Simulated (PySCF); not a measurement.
**Stationary points of ISBr₃**

Level of theory: PBE0 in PySCF with I def2-SVP with ECP28, S def2-SVP, Br def2-SVP; scalar-relativistic core potentials, no spin–orbit coupling; density-fitted integrals.

Relaxations began from a few typed shapes. The search is not exhaustive: other isomers or separated fragments can lie lower, and high-lying points may rest on an excited occupation.

Which is the lowest minimum found?
A. singlet C2v: I–Br 2.650 Å (×2), I–Br 2.766 Å, I–S 2.312 Å; Br–I–Br 86.8° (×2), Br–I–Br 173.6°, Br–I–S 93.2° (×2), Br–I–S 180.0°
B. singlet Cs: I–Br 2.604 Å, I–Br 2.665 Å (×2), I–S 2.225 Å; Br–I–Br 90.2° (×2), Br–I–Br 165.1°, Br–I–S 96.9° (×2), Br–I–S 111.4°

B. The others lie at 84.8 (singlet C2v, a saddle point) kJ/mol above it.

Counting electrons, iodine keeps 2 of its valence electrons outside its bonds, so the VSEPR class is AX4E1 and the expected shape is see-saw; with unlike ligands the computed point group is Cs.
